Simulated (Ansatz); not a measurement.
CH7NOSSi can be A, `CS[SiH](N)O`, or B, `NC(O)S[SiH3]`.

Program: Ansatz. Geometries: PBE0-D4/def2-TZVP. ΔE: electronic, gas phase. CCSD(T)/CBS is the MP2 limit (def2-TZVPP, def2-QZVPP) plus CCSD(T) − MP2 in def2-TZVPP, frozen cores. DFT in def2-TZVPP. B3LYP here is the variant with VWN-RPA as its local correlation; programs differ in this. Each species was taken in one conformer, which may not be the lowest.

A:

Z-matrix (Å, degrees):
```
C
S 1 1.817
H 1 1.088 2 110.5
H 1 1.090 2 111.0 3 122.3
H 1 1.089 2 106.8 3 -119.1
Si 2 2.118 1 101.2 3 -56.4
O 6 1.646 2 104.7 1 43.8
N 6 1.703 2 110.1 1 166.3
H 6 1.487 2 113.1 1 -75.9
H 7 0.959 6 116.1 2 -179.2
H 8 1.006 6 120.3 2 104.9
H 8 1.007 6 122.0 2 -46.8
```

B:

```xyz
12

N    -1.0339    1.9329   -0.3637
C    -0.3818    0.6698   -0.4252
O     1.0042    0.8351   -0.4043
S    -0.8093   -0.4388    0.9909
Si    0.6783   -1.9413    0.6983
H    -0.9152    2.3618    0.5468
H    -2.0208    1.8601   -0.5713
H    -0.7110    0.1556   -1.3354
H     1.2087    1.5167   -1.0559
H     0.7331   -2.3145   -0.7395
H     2.0259   -1.5316    1.1589
H     0.2218   -3.1058    1.5003
```

**Question.** Which isomer does CCSD(T)/CBS put lower? Give the gap. (An estimate is asked.)

**Answer.** Ansatz gave: A, by 69.1 kcal/mol.

**Question.** Give E(B) − E(A) in kcal/mol with B3LYP-D4, CCSD(T)/def2-TZVPP, HF/def2-TZVPP, ωB97M-V, B3LYP, PBE0-D4, MP2/def2-TZVPP. (An estimate is asked.)

**Answer.** Ansatz gave: B3LYP-D4 67.2, CCSD(T)/def2-TZVPP 67.2, HF/def2-TZVPP 70.2, ωB97M-V 67.7, B3LYP 67.2, PBE0-D4 65.2, MP2/def2-TZVPP 70.1. None reverses the order clearly.

Largest T1 diagnostic: 0.012.

From PBE to PBE0 (25 % exact exchange), in def2-TZVPP and without D4, E(B) − E(A) moves by +2.5 kcal/mol.
